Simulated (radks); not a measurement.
Results of a calculation; reference values are marked as such.
Orbital eigenvalues (eV) of the lutetium ion Lu+, [Xe] 4f14 6s2, at several levels of relativity; Dirac values are averaged over j with weights 2j + 1. Spin-unpolarised spherical Kohn-Sham, PBE, point nucleus unless stated (finite: rms radius 5.37 fm), a radial shooting solver on a logarithmic mesh with Libxc functionals. A level marked "c x" has the speed of light scaled by that factor.

| shell | non-rel. | scalar-rel. | Dirac | Dirac, finite nucleus | change of magnitude, last against first (%) |
|---|---|---|---|---|---|
| 3s | -2145.9 | -2448.6 | -2443.8 | -2443.1 | +13.85 |
| 3p | -1956.6 | -2059.9 | -2068.1 | -2068.2 | +5.70 |
| 3d | -1603.8 | -1593.5 | -1590.2 | -1590.2 | -0.85 |
| 4s | -420.87 | -494.52 | -493.53 | -493.38 | +17.23 |
| 4p | -343.36 | -367.00 | -369.19 | -369.20 | +7.52 |
| 4d | -203.09 | -200.76 | -200.33 | -200.34 | -1.35 |
| 5s | -60.109 | -69.971 | -69.822 | -69.799 | +16.12 |
| 5p | -39.223 | -40.415 | -40.744 | -40.747 | +3.89 |
| 4f | -24.591 | -18.473 | -18.409 | -18.414 | -25.12 |
| 5d (empty) | -10.492 | -9.1852 | -9.1824 | -9.1843 | -12.46 |
| 6s | -10.332 | -11.051 | -11.046 | -11.044 | +6.90 |
| 6p (empty) | -6.7405 | -6.5593 | -6.5908 | -6.5917 | -2.21 |
